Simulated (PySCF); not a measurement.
C₅H₇N, SMILES C=C1C=NCC1. Atoms are numbered in the order given.

```xyz
13

C      0.0332    -2.1540     0.0000
C      0.0309    -0.8158     0.0000
C     -1.1629     0.0414     0.0000
N     -0.9417     1.2972     0.0000
C      0.4952     1.5234     0.0000
C      1.1944     0.1463     0.0000
H      0.9614    -2.7311     0.0000
H     -0.9059    -2.7140     0.0000
H     -2.1852    -0.3581     0.0000
H      0.7551     2.1363    -0.8793
H      0.7551     2.1363     0.8793
H      1.8333     0.0010     0.8846
H      1.8333     0.0010    -0.8846
```
Charge 0, spin multiplicity 1.

The structure is a stationary point at PBE0-D3(BJ)/def2-SVP. One conformer was computed; it need not be the lowest.

Two levels are set side by side: PBE/pcSseg-1 (PySCF) and HF/pcSseg-1 (PySCF). GIAO shifts against NH3 (¹⁵N), TMS (¹H), TMS (¹³C) at the same level; non-relativistic, no solvent, atoms listed together averaged. Differences are taken from unrounded values.

```json
[
 {"quantity": "δ(¹³C) of C1 (ppm)", "HF": "118.3", "PBE": "115.2", "PBE minus HF": "-3.1"},
 {"quantity": "δ(¹³C) of C2 (ppm)", "HF": "157.8", "PBE": "161.0", "PBE minus HF": "3.2"},
 {"quantity": "δ(¹³C) of C3 (ppm)", "HF": "175.2", "PBE": "171.7", "PBE minus HF": "-3.5"},
 {"quantity": "δ(¹⁵N) of N4 (ppm)", "HF": "402.3", "PBE": "404.2", "PBE minus HF": "1.9"},
 {"quantity": "δ(¹³C) of C5 (ppm)", "HF": "58.0", "PBE": "69.7", "PBE minus HF": "11.7"},
 {"quantity": "δ(¹³C) of C6 (ppm)", "HF": "26.5", "PBE": "34.1", "PBE minus HF": "7.6"},
 {"quantity": "δ(¹H) of H9 (ppm)", "HF": "8.02", "PBE": "7.83", "PBE minus HF": "-0.20"},
 {"quantity": "δ(¹H) of H10, H11 (ppm)", "HF": "4.15", "PBE": "4.57", "PBE minus HF": "0.42"},
 {"quantity": "δ(¹H) of H12, H13 (ppm)", "HF": "2.55", "PBE": "2.66", "PBE minus HF": "0.11"}
]
```

Rough cost on one machine, each run with all the roots and properties that it gave: HF against PBE within a factor of 2.
